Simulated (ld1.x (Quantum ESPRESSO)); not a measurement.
Cutoff test, chlorine, TM

| Quantity | Value |
| --- | --- |
| Element | Cl (Z = 17) |
| Generator | ld1.x (Quantum ESPRESSO) 7.5 |
| Type | norm-conserving Troullier–Martins (Kleinman–Bylander form) |
| Functional | LDA (PZ) |
| Relativity | scalar-relativistic |
| Frozen core | [Ne] |
| Valence charge | 7 |
| Reference configuration | 3s1 3p6 |
| Partial waves | 3s (bound): rc 1.68 bohr; 3p (bound): rc 1.05 bohr; 3d channel at 0.35 Ry: rc 1.35 bohr |
| Local potential | the d channel |
| Core correction | none |

The pseudo-atom Hamiltonian at the reference potential is diagonalised in spherical Bessel functions j_l(qr) that vanish at 20 bohr, with q² up to the cutoff. All-electron valence levels (Ry): 3s -1.5689, 3p -0.6790.

How do the lowest levels (Ry) of each channel move with the cutoff, and are there ghosts?

| cutoff (Ry) | s #1 | p #1 | d #1 | d #2 | f #1 | Σ f·Δε (mRy) |
| --- | --- | --- | --- | --- | --- | --- |
| 8 | -1.4900 | -0.5940 | 0.0759 | 0.1690 | 0.1196 | 588.8 |
| 18 | -1.5557 | -0.6425 | 0.0757 | 0.1669 | 0.1196 | 232.1 |
| 30 | -1.5663 | -0.6434 | 0.0756 | 0.1657 | 0.1196 | 216.2 |
| 50 | -1.5683 | -0.6471 | 0.0755 | 0.1646 | 0.1196 | 192.2 |
| 70 | -1.5688 | -0.6628 | 0.0755 | 0.1643 | 0.1196 | 97.5 |
| 110 | -1.5689 | -0.6781 | 0.0755 | 0.1643 | 0.1196 | 5.2 |
| 160 | -1.5689 | -0.6786 | 0.0755 | 0.1643 | 0.1196 | 2.2 |
| 260 | -1.5689 | -0.6790 | 0.0755 | 0.1643 | 0.1196 | 0.3 |
| 400 | -1.5689 | -0.6790 | 0.0755 | 0.1643 | 0.1196 | 0.0 |

Result: no extra level below or beside the all-electron valence levels (s, p, d, f tested); 10 mRy is reached at 100 Ry and 1 mRy at 200 Ry.
